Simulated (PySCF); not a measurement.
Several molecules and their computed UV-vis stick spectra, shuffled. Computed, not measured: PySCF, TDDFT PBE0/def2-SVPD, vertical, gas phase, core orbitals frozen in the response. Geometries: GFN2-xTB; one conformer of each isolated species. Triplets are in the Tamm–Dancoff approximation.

A. `C=N[Si@@H](C)NC`
B. `O=S1(=O)CC=C(F)C1`
C. `FP(F)P([SiH3])[SiH3]`
D. `c1n(C(C)C)nnc1`
E. `CCn1ncc(C)n1`

Lowest singlet levels (six at most, fewer where fewer were computed) with oscillator strengths:

1. 304 nm (f 0.000); 261 nm (f 0.003); 210 nm (f 0.006); 195 nm (f 0.005); 188 nm (f 0.021); 182 nm (f 0.010); T1 3.42 eV
2. 182 nm (f 0.038); 180 nm (f 0.097); 174 nm (f 0.004); 171 nm (f 0.001); 168 nm (f 0.002); 162 nm (f 0.001); T1 4.31 eV
3. 195 nm (f 0.186); 194 nm (f 0.017); 177 nm (f 0.003); 169 nm (f 0.011); 168 nm (f 0.002); 167 nm (f 0.007); T1 4.78 eV
4. 218 nm (f 0.006); 185 nm (f 0.072); 179 nm (f 0.001); 178 nm (f 0.010); 176 nm (f 0.007); 169 nm (f 0.043); T1 4.75 eV
5. 281 nm (f 0.001); 230 nm (f 0.000); 224 nm (f 0.034); 213 nm (f 0.100); 204 nm (f 0.029); 202 nm (f 0.033); T1 3.69 eV

Question: Which spectrum belongs to which structure?

Answer: 1 = A, 2 = B, 3 = E, 4 = D, 5 = C.
- A: S1 at 4.07 eV, HOMO-1→LUMO (84%), HOMO→LUMO (16%); Löwdin shares by element: HOMO nitrogen 55% or more, carbon 17% or more, silicon 7% (atoms not listed hold the other 21%); LUMO carbon 42% or more, nitrogen 35% or more, hydrogen 14% or more; HOMO -6.48 and LUMO -0.72 eV.
- B: S1 at 6.83 eV, HOMO-1→LUMO (79%), HOMO→LUMO (17%); Löwdin shares by element: HOMO carbon 70% or more, fluorine 12% (atoms not listed hold the other 18%); LUMO carbon 72% (atoms not listed hold the other 28%); HOMO -8.14 and LUMO -0.65 eV.
- C: S1 at 4.42 eV, HOMO→LUMO (99%); Löwdin shares by element: HOMO phosphorus 77%, fluorine 13%; LUMO phosphorus 50%, silicon 20% (atoms not listed hold the other 30%); HOMO -7.28 and LUMO -1.47 eV; point group Cs, 1 of its 6 listed states under f = 0.0005.
- D: S1 at 5.69 eV, HOMO→LUMO (98%); Löwdin shares by element: HOMO nitrogen 83%, carbon 10% or more; LUMO nitrogen 62%, carbon 19% or more (atoms not listed hold the other 19%); HOMO -7.42 and LUMO 0.04 eV.
- E: S1 at 6.36 eV, HOMO→LUMO (86%); Löwdin shares by element: HOMO carbon 44% or more, nitrogen 30% or more (atoms not listed hold the other 27%); LUMO nitrogen 66%, carbon 11% or more (atoms not listed hold the other 23%); HOMO -7.19 and LUMO 0.05 eV.
